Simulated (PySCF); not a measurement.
disilazane cation (H7NSi2), SMILES [SiH3]N[SiH3] (connectivity only; charge and spin as stated), charge +1, multiplicity 2.

The structure is a stationary point at B3LYP-D3(BJ)/def2-SVP. The spin state was assumed, not searched.

Computed with PBE/def2-TZVPD (PySCF).

Computed frontier levels, dipole moment and polarisability:
The α spin, highest occupied and lowest empty level is -12.97 and -6.49 eV and the β spin, highest occupied and lowest empty level is -13.59 and -11.59 eV. The dipole moment about the centre of nuclear charge is 0.99 D. The mean static polarisability is 70.6 bohr³ (10.47 Å³) and the polarisability, principal values is 53.6, 53.7, 104.6 bohr³. The ⟨S²⟩ is 0.754 (pure state 0.75).
